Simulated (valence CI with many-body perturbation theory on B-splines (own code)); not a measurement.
## From CI to CI+MBPT in Yb47+

Calculated by relativistic CI+MBPT: five valence electrons over a frozen Dirac-Fock core [Ar], a basis of 7 s, 7 p, 8 d, 6 f, 4 g, 1 h functions for each j, with the one-electron correlation potential Σ1 (screened to all orders), the two-electron term Σ2, the three-electron term Σ3, Breit, model QED; selected single and double excitations, second order for the rest (own B-spline code, finite nucleus).

No measured spectrum was set against this ion. As an estimate, large intervals hold to a few tenths of a per cent, small ones and those within an open d or f shell to about a per cent. The list stops below the first excitations out of the core. Only levels of the ground parity were solved; by the run's estimate the other parity begins above the list, which can be wrong where configurations are misplaced.

Each rung adds one term. CI alone is the Dirac-Coulomb CI over the frozen core; QED comes last and gives the full result, which names the levels. Energies are above (3d3/2^4 3d5/2) J=5/2 on the same rung, in cm⁻¹.

Levels are named by their leading jj configuration (3d3/2^4 stands for four electrons in 3d with j = 3/2), which in mixed levels can hold well under half, so a name can repeat and another be missing. Letters in brackets count levels of one name in rising energy.

| Level | CI alone | + Σ1 | + Σ2 | + Σ3 | + Breit | Full |
| --- | --- | --- | --- | --- | --- | --- |
| (3d3/2^3 3d5/2^2) J=5/2 [a] | 344337 | 346109 | 351408 | 353038 | 343363 | 344545 |
| (3d3/2^3 3d5/2^2) J=7/2 [a] | 441178 | 442975 | 446307 | 447343 | 433098 | 434261 |
| (3d3/2^3 3d5/2^2) J=11/2 | 459835 | 461647 | 468312 | 468050 | 443904 | 445074 |
| (3d3/2^3 3d5/2^2) J=3/2 [a] | 450414 | 452225 | 453549 | 453871 | 445592 | 446762 |
| (3d3/2^3 3d5/2^2) J=9/2 | 495851 | 497712 | 501263 | 501930 | 483398 | 484589 |
| (3d3/2^3 3d5/2^2) J=5/2 [b] | 519832 | 521744 | 521790 | 523289 | 509068 | 510285 |
| (3d3/2^3 3d5/2^2) J=1/2 | 539870 | 541865 | 540798 | 541887 | 531535 | 532805 |
| (3d3/2^3 3d5/2^2) J=7/2 [b] | 557892 | 559776 | 559764 | 559499 | 544917 | 546100 |
| (3d3/2^3 3d5/2^2) J=3/2 [b] | 671110 | 673226 | 670771 | 671883 | 663102 | 664412 |
| (3d3/2^2 3d5/2^3) J=5/2 [a] | 776663 | 780177 | 787312 | 788948 | 770121 | 772434 |
| (3d3/2^2 3d5/2^3) J=7/2 [a] | 846134 | 849752 | 855940 | 857448 | 832981 | 835344 |
| (3d3/2^2 3d5/2^3) J=11/2 | 856797 | 860423 | 870808 | 871210 | 837566 | 839929 |
| (3d3/2^2 3d5/2^3) J=9/2 [a] | 870699 | 874316 | 881445 | 882485 | 852775 | 855128 |
| (3d3/2^2 3d5/2^3) J=13/2 | 903523 | 907182 | 918723 | 918326 | 876200 | 878570 |
| (3d3/2^2 3d5/2^3) J=1/2 [a] | 894981 | 898658 | 901475 | 903276 | 885246 | 887632 |
| (3d3/2^2 3d5/2^3) J=3/2 [a] | 905195 | 908868 | 912990 | 913808 | 894914 | 897295 |
| (3d3/2^2 3d5/2^3) J=5/2 [b] | 920265 | 923928 | 927166 | 928466 | 904986 | 907351 |
| (3d3/2^2 3d5/2^3) J=9/2 [b] | 962899 | 966588 | 972881 | 972957 | 944849 | 947223 |
| (3d3/2^2 3d5/2^3) J=7/2 [b] | 985795 | 989500 | 991857 | 992823 | 963289 | 965661 |
| (3d3/2^2 3d5/2^3) J=5/2 [c] | 990713 | 994423 | 996552 | 997920 | 978275 | 980647 |
| (3d3/2^2 3d5/2^3) J=3/2 [b] | 1007310 | 1010960 | 1009500 | 1009080 | 985745 | 988064 |
| (3d3/2^2 3d5/2^3) J=7/2 [c] | 1047100 | 1050860 | 1052550 | 1053520 | 1027360 | 1029740 |
| (3d3/2^2 3d5/2^3) J=1/2 [b] | 1044370 | 1048100 | 1045950 | 1047430 | 1028090 | 1030460 |
| (3d3/2^2 3d5/2^3) J=9/2 [c] | 1114520 | 1118330 | 1119710 | 1120600 | 1092720 | 1095130 |
| (3d3/2^2 3d5/2^3) J=3/2 [c] | 1228990 | 1232810 | 1225700 | 1228180 | 1209740 | 1212100 |
| (3d3/2^2 3d5/2^3) J=5/2 [d] | 1244720 | 1248900 | 1245890 | 1248020 | 1227030 | 1229650 |
| (3d3/2 3d5/2^4) J=5/2 [a] | 1284080 | 1289280 | 1296190 | 1295890 | 1267800 | 1271190 |
| (3d3/2 3d5/2^4) J=7/2 [a] | 1351080 | 1356590 | 1364240 | 1364530 | 1329770 | 1333350 |
| (3d3/2 3d5/2^4) J=11/2 | 1370110 | 1375640 | 1387330 | 1386910 | 1342450 | 1346030 |
| (3d3/2 3d5/2^4) J=3/2 [a] | 1370730 | 1376220 | 1381520 | 1383120 | 1354700 | 1358250 |
| (3d3/2 3d5/2^4) J=9/2 | 1424760 | 1430270 | 1436950 | 1437590 | 1398980 | 1402530 |

(1) How does the ionisation energy move along the ladder, and which term matters most?

Results:

(1) CI alone 4039.4, + Σ1 4041.7, + Σ2 4052.4, + Σ3 4052.7, + Breit 4051.1, + QED 4051.2 eV. The largest step is Σ2, 10.7 eV. NIST lists 4051 ± 4 eV (theoretical).
